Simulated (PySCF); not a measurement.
# Diatomics with 132 electrons

CCSD(T) in PySCF with def2-SVP on every atom (core potentials on In, Sn, Sb, Tl, Pb, Bi), for the lowest determinant that a PBE0 search found; no spin–orbit coupling. All have 132 electrons, 8 of them in the valence shells, and the same state, a triplet (π ↑↑). For ions De leads to the atom and ion picked by measured ionisation energies and electron affinities.

```
species  difference of nuclear charges  Re (Å)  ωe (cm⁻¹)  k (mdyn/Å)  De (eV)  dissociates to
   TlSb                             30   3.055        119       0.638     1.18         Tl + Sb
   SnPb                             32   2.865        161        1.16     1.83         Sn + Pb
   InBi                             34   3.060        122       0.646     1.18         In + Bi
  SnBi⁺                             33   2.916        155        1.07      n/a        Sn + Bi⁺
```

Question: Which member of the whole set has the stiffest bond, and how does it compare with the softest?

Answer: SnPb with k = 1.16 mdyn/Å, 1.8 times that of TlSb.

Correlated steps freeze 8 core orbitals. Correlated levels converge slowly with the basis: in double zeta they bind strong bonds too weakly, by up to about 1 eV, and carry superposition errors of some tenths. Spin–orbit coupling is left out, which matters for elements this heavy, above all for dissociation energies. States were picked by a PBE0 search and need not be the measured ground states.
